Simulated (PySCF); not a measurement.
SiHF₂Br, SMILES [SiH](F)(F)Br.

Geometry optimised at ωB97X-D3(BJ)/def2-SVP.

All values below come from ωB97X-D3(BJ)/def2-SVP in PySCF 2.14.0.

Frequencies are harmonic and unscaled.

List the normal modes with their intensities. (The exact figures need the calculation; the answer reports its results.)


| mode | ν (cm⁻¹) | IR (km/mol) | Raman (Å⁴/amu) | depolarisation | moving atoms (share of kinetic energy) |
|---|---|---|---|---|---|
| 1 | 199 | 2.9 | 1.4 | 0.75 | F 73 %, Si 16 %, Br 11 % |
| 2 | 237 | 8.9 | 1.4 | 0.54 | F 70 %, Br 26 % |
| 3 | 345 | 33.0 | 1.2 | 0.69 | F 63 %, Si 34 % |
| 4 | 483 | 92.0 | 7.6 | 0.24 | Si 65 %, Br 21 %, H 8 % |
| 5 | 829 | 140.2 | 11.4 | 0.73 | H 84 %, F 11 % |
| 6 | 838 | 19.6 | 10.1 | 0.75 | H 88 %, F 12 % |
| 7 | 900 | 241.2 | 4.1 | 0.06 | F 56 %, Si 38 % |
| 8 | 995 | 195.0 | 0.3 | 0.75 | Si 50 %, F 45 % |
| 9 | 2379 | 82.0 | 123.1 | 0.19 | H 97 % |
